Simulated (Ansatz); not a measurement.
Geometry optimisation, RHF/def2-SVP (Ansatz 0.2.0).

input.yaml

```yaml
crystal:
  periodic: [false, false, false]
  atoms:
    - { symbol: Hf, position_ang: [-0.522888, -0.164272, -0.636173] }
    - { symbol: F, position_ang: [-0.440827, 1.274594, 2.196202] }
    - { symbol: "N", position_ang: [1.356112, -0.467023, 0.149763] }
    - { symbol: H, position_ang: [2.100174, -1.015518, -0.243706] }
    - { symbol: H, position_ang: [1.671938, -0.080949, 1.02355] }
    - { symbol: "N", position_ang: [-0.694965, 1.737857, -1.409951] }
    - { symbol: H, position_ang: [-1.549612, 2.183741, -1.69796] }
    - { symbol: H, position_ang: [0.041194, 2.419425, -1.47928] }
    - { symbol: "N", position_ang: [-0.740181, -1.451397, -2.231194] }
    - { symbol: H, position_ang: [-0.838342, -2.451009, -2.173475] }
    - { symbol: H, position_ang: [-0.748579, -1.192424, -3.20226] }
    - { symbol: O, position_ang: [-2.056884, -0.56681, 0.652904] }
    - { symbol: Al, position_ang: [-3.477904, -1.372221, 1.10606] }
    - { symbol: H, position_ang: [-3.616563, -2.927236, 0.856463] }
    - { symbol: H, position_ang: [-4.635408, -0.536903, 1.782987] }
    - { symbol: H, position_ang: [-1.254563, 0.871945, 2.114971] }
basis:
  gaussian: { orbitals: def2-SVP }
hamiltonian:
  xc: hf
relax:
  f_tol: 0.03
  max_steps: 50
```

Run as:

```bash
$ ansatz run input.yaml --threads 4 --pin off --max-ram 5120MiB --backend cpu --events-out ev --progress --plain --runs-dir out
```

Where does it end, and by what steps?

It converged. The force dipped under the threshold on the way, but the program's further checks kept it going. After 22 steps the energy has fallen by 0.128 eV; H15 moved furthest, 0.74 Å. Joined: Hf1–F2 (3.18 → 2.61 Å).

```tsv
step	energy less start (eV)	largest force component (eV/Å)	accepted
0	0.0000	0.617	yes
1	-0.0651	0.325	yes
2	-0.0891	0.339	yes
3	-0.0867	0.527	no
4	-0.1005	0.213	yes
5	-0.1094	0.148	yes
6	-0.1158	0.136	yes
7	-0.1155	0.174	no
8	-0.1189	0.067	yes
9	-0.1218	0.057	yes
10	-0.1228	0.084	yes
11	-0.1234	0.064	yes
12	-0.1243	0.047	yes
13	-0.1250	0.071	yes
14	-0.1230	0.253	no
15	-0.1245	0.120	no
16	-0.1260	0.032	yes
17	-0.1268	0.051	yes
18	-0.1271	0.041	yes
19	-0.1275	0.029	yes
20	-0.1280	0.032	yes
21	-0.1283	0.040	yes
22	-0.1284	0.026	yes
```

```xyz
16
Properties=species:S:1:pos:R:3
Hf -0.504 -0.060 -0.512
F -0.582 1.226 1.756
N 1.380 -0.449 0.238
H 2.073 -1.052 -0.166
H 1.758 -0.050 1.081
N -0.638 1.773 -1.455
H -1.373 2.052 -2.083
H -0.021 2.558 -1.334
N -0.802 -1.396 -2.048
H -1.133 -2.343 -1.970
H -0.605 -1.214 -3.017
O -2.045 -0.507 0.750
Al -3.442 -1.390 1.140
H -3.807 -2.677 0.302
H -4.326 -0.902 2.353
H -1.340 0.691 1.772
```

Whether the end is a true minimum wasn't checked by a vibrational analysis.

The run took 72 s on 4 threads of Arm Neoverse V1 (shared host), peak memory 0.5 GiB.
